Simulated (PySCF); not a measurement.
Excitation energy of Hf+ by level of theory

Hf+ [Xe] 4f14 5d1 6s2 (2D) → Hf+ [Xe] 4f14 5d1 6s1 6p1 (high-spin determinant), as a difference of total energies. Calculation: PySCF 2.14, in def2-TZVPPD with the def2 core potential (60 electrons) (6s5p3d2f1g, 59 functions); scalar relativity through the core potential. The calculations carry no spin-orbit coupling.

```tsv
method	excitation energy (eV)
LDA	4.125
wB97X-V	3.819
CAM-B3LYP	4.024
```

The determinant of the upper state mixes LS terms, which raises its energy above the lowest term, most at the Hartree-Fock and MP2 levels.
